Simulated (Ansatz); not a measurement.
CH9ClN2Si2, singlet, at a GFN2-xTB geometry, atoms displaced at random by about 0.03 Å a coordinate; PBE0/STO-3G, gradient (Ansatz, a first-principles code).

Input for Ansatz:
Ansatz 0.2 input:
```yaml
crystal:
  periodic: [false, false, false]
  atoms:
    - {symbol: Si, position_ang: [1.57053943, 0.28113696, 0.01548729]}
    - {symbol: Cl, position_ang: [1.64248787, -1.35994157, -1.13870311]}
    - {symbol: N, position_ang: [-0.11152716, 0.49457651, 0.51280963]}
    - {symbol: C, position_ang: [-0.26630101, 1.56199159, 1.46551064]}
    - {symbol: Si, position_ang: [-1.46592913, -0.37049691, -0.18450962]}
    - {symbol: N, position_ang: [-2.85832871, 0.45002825, 0.49495814]}
    - {symbol: H, position_ang: [2.09604228, 1.49132841, -0.82124492]}
    - {symbol: H, position_ang: [2.37343780, 0.06079118, 1.23460105]}
    - {symbol: H, position_ang: [-0.33593897, 2.55516009, 1.00802580]}
    - {symbol: H, position_ang: [-1.29300829, 1.42876029, 1.94418507]}
    - {symbol: H, position_ang: [0.53170746, 1.56550909, 2.25727100]}
    - {symbol: H, position_ang: [-1.51335950, -1.70063348, 0.39414057]}
    - {symbol: H, position_ang: [-1.31337157, -0.26368162, -1.64971396]}
    - {symbol: H, position_ang: [-3.77718775, -0.06599874, 0.32653220]}
    - {symbol: H, position_ang: [-3.12257782, 1.41157657, 0.28210773]}
basis:
  gaussian:
    orbitals: STO-3G
hamiltonian:
  xc: pbe0
output: {forces: true}
```

Question: What does Ansatz print? Leave out banner, timings and long lists.

Answer: 
```
Functional definition: PBE0
628 factors; integrals over basis functions are off by at most 3.5e-5 eV
mean field evaluation 1: about -32053.9451 eV, gradient 3.4e1 eV
mean field evaluation 2: about -32054.7849 eV, gradient 3.2e1 eV
mean field evaluation 4: about -32057.7684 eV, gradient 7.2e-1 eV
mean field evaluation 8: about -32057.7442 eV, gradient 1.1e-2 eV
mean field -32057.74417323 eV, -1178.1003688468 hartree, gradient 5.6e-5 eV, S^2 0.000000; 0 other end points of the search recorded, 0 dependent functions left out
the calculation of the forces begins
reference -32057.74419441 eV, -1178.1003696250 hartree; 37, 37 occupied and 14, 14 virtual orbitals, 628 factors
Total energy: -32057.74419441 eV, -1178.1003696250 hartree
Atom 0 at     1.570539     0.281137     0.015487 Å, force    -0.280732     3.566862     1.040877 eV/Å
Atom 1 at     1.642488    -1.359942    -1.138703 Å, force     0.179547    -1.974862    -1.406946 eV/Å
Atom 2 at    -0.111527     0.494577     0.512810 Å, force     1.918183    -1.084464    -1.443058 eV/Å
Atom 3 at    -0.266301     1.561992     1.465511 Å, force    -2.062841     0.044381     1.787382 eV/Å
Atom 4 at    -1.465929    -0.370497    -0.184510 Å, force     0.051851     1.355516     0.366234 eV/Å
Atom 5 at    -2.858329     0.450028     0.494958 Å, force    -1.786325    -1.856922     0.221140 eV/Å
Atom 6 at     2.096042     1.491328    -0.821245 Å, force    -0.579382    -1.774755     1.226104 eV/Å
Atom 7 at     2.373438     0.060791     1.234601 Å, force    -0.108413     0.206442    -0.650915 eV/Å
Atom 8 at    -0.335939     2.555160     1.008026 Å, force     0.471891     0.680901    -0.192665 eV/Å
Atom 9 at    -1.293008     1.428760     1.944185 Å, force     1.335579     0.129722    -0.095815 eV/Å
Atom 10 at     0.531707     1.565509     2.257271 Å, force    -0.592354     0.082995    -0.469159 eV/Å
Atom 11 at    -1.513359    -1.700633     0.394141 Å, force    -0.165250    -0.174290    -0.587619 eV/Å
Atom 12 at    -1.313372    -0.263682    -1.649714 Å, force    -0.152046    -0.493631     0.478554 eV/Å
Atom 13 at    -3.777188    -0.065999     0.326532 Å, force     1.196035     0.204486     0.377798 eV/Å
Atom 14 at    -3.122578     1.411577     0.282108 Å, force     0.574256     1.087619    -0.651910 eV/Å
Dipole moment:    -0.271430     0.387295     0.006668 e Å
```
